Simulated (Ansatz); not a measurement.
Two isomers of CH7FSSi2: A = `FC[SiH]([SiH3])S`, B = `C[SiH2]S[SiH2]F`.

Computed with Ansatz on PBE0-D4/def2-TZVP structures; ΔE is electronic, products minus reactants. CCSD(T)/CBS is the MP2 limit (def2-TZVPP, def2-QZVPP) plus CCSD(T) − MP2 in def2-TZVPP, frozen cores. DFT in def2-TZVPP. B3LYP here is the variant with VWN-RPA as its local correlation; programs differ in this. One conformer a species, not always the lowest.

A:

```xyz
12

F     0.231    2.246    1.162
C    -0.495    1.785    0.068
Si   -0.665   -0.103    0.181
Si    1.431   -1.137    0.268
S    -1.685   -0.631   -1.636
H     0.032    2.079   -0.845
H    -1.472    2.278    0.072
H    -1.484   -0.445    1.376
H     1.251   -2.601    0.066
H     2.287   -0.604   -0.825
H     2.099   -0.911    1.577
H    -1.529   -1.954   -1.465
```

B:

```xyz
12

C    -1.383   -1.235    0.439
Si   -1.084    0.297   -0.573
S     0.107    1.735    0.505
Si    2.012    0.906    0.140
F     2.143   -0.551    0.792
H    -2.010   -1.939   -0.114
H    -0.437   -1.723    0.679
H    -1.887   -0.985    1.376
H    -2.351    1.006   -0.880
H    -0.378   -0.033   -1.840
H     2.262    0.730   -1.308
H     3.005    1.793    0.784
```

Q: Which is lower in electronic energy at CCSD(T)/CBS, and by how much? (Estimate.)

A: Computed: B, by 324.1 kJ/mol.

Q: Give E(B) − E(A) in kJ/mol with B3LYP, CCSD(T)/def2-TZVPP, B2PLYP, B3LYP-D4, LDA (SPW92), CCSD/def2-TZVPP, MP2/def2-TZVPP. (Best estimate.)

A: Ansatz gave: B3LYP -307.8, CCSD(T)/def2-TZVPP -317.3, B2PLYP -320.4, B3LYP-D4 -309.9, LDA (SPW92) -296.8, CCSD/def2-TZVPP -318.3, MP2/def2-TZVPP -339.8. None reverses the order clearly.

Q: Does the order hold for the free energy at 298.15 K (harmonic terms from PBE0-D4)? (Best estimate.)

A: Ansatz gave: Yes: G(B) − G(A) = -311.8 kJ/mol, for one conformer each. Modes under 60 cm⁻¹, often nearly free rotors, make the harmonic entropy too high.

Largest T1 diagnostic: 0.012.

Leaving LDA and LC-ωPBE aside and taking each functional with its dispersion term where it has one, the values, not all of them listed here, spread over 31.1 kJ/mol, from PBE-QIDH to revPBE-D4. LDA lies −4.8 kJ/mol from PBE without D4. From PBE to PBE0 (25 % exact exchange), in def2-TZVPP and without D4, E(B) − E(A) moves by −11.7 kJ/mol.
